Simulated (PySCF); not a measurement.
**Partial charges of `C#C[Si](C)(C)N`**

Species: C₄H₉NSi.
Cartesian coordinates in Å at the GFN2-xTB level; atoms count from 1:
```
atom  x, y, z in Å
C1     2.5660    1.3109   -0.6623
C2     1.5380    0.7420   -0.4074
Si3   -0.0438   -0.1750   -0.0245
C4    -1.4279    0.6037   -1.0667
C5    -0.3444   -0.0509    1.8471
N6    -0.0039   -1.8593   -0.4180
H7     3.4620    1.8185   -0.8815
H8    -1.2092    0.5314   -2.1276
H9    -2.3783    0.1103   -0.8908
H10   -1.5501    1.6558   -0.8302
H11   -1.2551   -0.5666    2.1340
H12    0.4753   -0.4908    2.4067
H13   -0.4349    0.9841    2.1608
H14    0.0203   -2.1333   -1.3868
H15    0.5815   -2.4730    0.1251
```

Density: PBE0/pcSseg-1 (PySCF); schemes: Mulliken, IAO, Hirshfeld and ESP-fitted. The structure is a single GFN2-xTB conformer in the gas phase; no vibrational or solvent corrections.

Problem. Give the atomic charges in each scheme.

Solution. In e:

| atom | environment | Mulliken | IAO | Hirshfeld | ESP-fitted |
| --- | --- | --- | --- | --- | --- |
| C1 | terminal alkyne carbon | -0.245 | -0.209 | -0.104 | -0.187 |
| C2 | alkyne carbon | -0.165 | -0.349 | -0.166 | -0.503 |
| Si3 | four-coordinate silicon | +1.028 | +1.189 | +0.444 | +1.250 |
| C4 | Si-methyl carbon | -0.628 | -0.729 | -0.216 | -0.712 |
| C5 | Si-methyl carbon | -0.628 | -0.729 | -0.216 | -0.700 |
| N6 | silicon-bound nitrogen | -0.621 | -0.839 | -0.318 | -1.171 |
| H7 | alkyne hydrogen | +0.057 | +0.198 | +0.092 | +0.257 |
| H8 | methyl hydrogen | +0.136 | +0.156 | +0.042 | +0.172 |
| H9 | methyl hydrogen | +0.138 | +0.158 | +0.042 | +0.156 |
| H10 | methyl hydrogen | +0.138 | +0.158 | +0.042 | +0.155 |
| H11 | methyl hydrogen | +0.138 | +0.158 | +0.042 | +0.153 |
| H12 | methyl hydrogen | +0.136 | +0.156 | +0.042 | +0.168 |
| H13 | methyl hydrogen | +0.138 | +0.158 | +0.042 | +0.151 |
| H14 | N–H hydrogen | +0.190 | +0.261 | +0.116 | +0.406 |
| H15 | N–H hydrogen | +0.190 | +0.261 | +0.116 | +0.406 |

Mean size of the charges over all atoms: ESP-fitted 0.436 e, IAO 0.381 e, Mulliken 0.305 e, Hirshfeld 0.136 e. Each set sums to the total charge, 0, to within 0.001 e. The ESP scheme fits charges at the nuclei, held to the total charge, to the electrostatic potential on points at 1.4 to 2.0 times the van der Waals radii.

Lowest charge. The schemes don't all agree: Mulliken C4 and C5 (-0.628); IAO N6 (-0.839); Hirshfeld N6 (-0.318); ESP-fitted N6 (-1.171).

Highest charge. All schemes agree: Mulliken Si3 (+1.028); IAO Si3 (+1.189); Hirshfeld Si3 (+0.444); ESP-fitted Si3 (+1.250).

Problem. Sum the charges by element, for elements with more than one atom.

Solution. 
| element | atoms | Mulliken | IAO | Hirshfeld | ESP-fitted |
| --- | --- | --- | --- | --- | --- |
| C | 4 | -1.667 | -2.015 | -0.702 | -2.102 |
| H | 9 | +1.260 | +1.665 | +0.576 | +2.024 |

Problem. How closely do the schemes follow one another over all atoms?

Solution. Correlation coefficient and root-mean-square difference: Mulliken with IAO 0.99, 0.104 e; Hirshfeld with ESP-fitted 0.99, 0.388 e; IAO with Hirshfeld 0.99, 0.320 e; IAO with ESP-fitted 0.99, 0.111 e; Mulliken with Hirshfeld 0.97, 0.240 e; Mulliken with ESP-fitted 0.96, 0.203 e.

Problem. How many electrons does the Mulliken scheme count on C5?

Solution. Z − q = 6 − (-0.628) = 6.628.
